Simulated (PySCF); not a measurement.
An unknown gives this computed stick spectrum. Method used: TDDFT B3LYP/def2-SVPD, vertical, gas phase, core orbitals frozen in the response in PySCF. Geometries: GFN2-xTB, one conformer each.

| state | λ (nm) | f |
| --- | --- | --- |
| S1 | 352.4 | 0.0055 |
| S2 | 249.6 | 0.0048 |
| S3 | 241.5 | 0.020 |
| S4 | 218.4 | 0.043 |
| S5 | 208.2 | 0.011 |
| S6 | 204.8 | 0.025 |
| S7 | 198.1 | 0.0003 |
| S8 | 180.3 | 0.0033 |

Orbital energies (eV): HOMO-3 -9.00, HOMO-2 -8.38, HOMO-1 -7.84, HOMO -6.88, LUMO -1.92, LUMO+1 -0.78, LUMO+2 0.22.

**Question.** Which candidate is it? All have the formula C5H9O2P.
A. `C#CC[P@](=O)(O)CC`
B. `O=C1CC[PH](=O)CC1`
C. `C=C[P@@](C)(=O)C(C)=O`
D. `COC(=O)PC1CC1`
E. `C#C[P@@](=O)(O)C(C)C`

**Answer.** C. Its S1, at 3.52 eV, is the lowest among the candidates; the nearest of the others has S1 at 4.28 eV. S1 is HOMO→LUMO (94%). Löwdin shares by element: HOMO oxygen 57%, carbon 13% or more, phosphorus 11% (atoms not listed hold the other 19%); LUMO carbon 40% or more, oxygen 26% or more, phosphorus 8% (atoms not listed hold the other 26%). At the same level the other candidates give, for their lowest levels:
- `O=C1CC[PH](=O)CC1`: 290 nm (f 0.000); 216 nm (f 0.000); 206 nm (f 0.003); 189 nm (f 0.004); 178 nm (f 0.002); T1 3.72 eV; HOMO -7.28, LUMO -1.20 eV
- `C#CC[P@](=O)(O)CC`: 191 nm (f 0.012); 188 nm (f 0.021); 186 nm (f 0.002); 184 nm (f 0.007); 174 nm (f 0.004); T1 5.42 eV; HOMO -7.44, LUMO -0.02 eV
- `COC(=O)PC1CC1`: 240 nm (f 0.029); 201 nm (f 0.056); 198 nm (f 0.010); 192 nm (f 0.030); 188 nm (f 0.066); T1 4.46 eV; HOMO -6.79, LUMO -0.49 eV
- `C#C[P@@](=O)(O)C(C)C`: 205 nm (f 0.000); 198 nm (f 0.007); 195 nm (f 0.002); 194 nm (f 0.003); 192 nm (f 0.002); T1 5.08 eV; HOMO -7.96, LUMO -0.66 eV

The values belong to the conformer `[CH2:1]=[CH:2][P@@:3]([CH3:4])(=[O:5])[C:6]([CH3:7])=[O:8]`: C1–C2–P3–C4 -129°, C2–P3–C6–C7 -105°.
Triplets come from the Tamm–Dancoff approximation.
